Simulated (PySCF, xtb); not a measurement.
Al(Cl)(F)(SeH) (AlClFHSe), SMILES [SeH][Al]([Cl])[F]. One conformer was computed; it need not be the lowest.

Harmonic wavenumbers (cm⁻¹) from xtb 6.7.1 with GFN2-xTB at its own minimum, in rising order: 92, 149, 186, 209, 333, 495, 599, 779, 2025.

What does PySCF with B3LYP-D3(BJ)/def2-SVP give at its own minimum? (Estimate from the structure and the level; the computed values follow.)

111, 182, 213, 238, 345, 574, 610, 889, 2404. Paired by order, the mean absolute difference is 77 cm⁻¹ and the zero-point energies are 7.0 and 8.0 kcal/mol.
